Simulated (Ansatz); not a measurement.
Coupled-cluster diagnostics for Si7⁻, Ansatz.

Geometry of the doublet (PBE-D4/def2-SVPD):

```xyz
7

Si   -0.152   -0.076   -0.056
Si    1.039   -1.953   -0.641
Si   -3.421    2.413    0.431
Si    2.266   -0.115    0.317
Si    1.058    1.814    0.917
Si    0.532   -3.896   -1.504
Si   -1.321    1.813    0.536
```

Correlated methods freeze 35 core orbitals. In CCSD on the charge -1 doublet the largest single amplitude is 0.24, so its Hartree–Fock determinant may place the open shell otherwise than the density functionals do. Another isomer (doublet) lies 2.65 eV lower at PBE0-D4/def2-TZVPD; other spin states weren't run for this one.

(1) Estimate the CCSD(T) correlation energy, the shares of MP2 and (T), T1 and the reference's ⟨S²⟩ for: charge -1, doublet, own geometry in def2-SVPD; and the rough time on 4 threads of Arm Neoverse V2 on a shared host.

Results:

(1) 
| state | basis | correlation (eV) | MP2 share (%) | (T) share (%) | T1 | ⟨S²⟩ (pure) | wall time | remarks |
| --- | --- | --- | --- | --- | --- | --- | --- | --- |
| charge -1, doublet, own geometry | def2-SVPD | -20.267 | 82.1 | 8.5 | 0.072 | 3.02 (0.75) | 75 s | large T1 (0.072), spin-contaminated (⟨S²⟩ 3.02) |
Customary marks for T1 are 0.02 (closed shells), 0.045 (open shells) and about 0.05 (3d metals). T1 exceeds 0.02 in 1 of 1 rows and 0.045 in 1; the higher it lies, the less the single-reference result can be trusted.
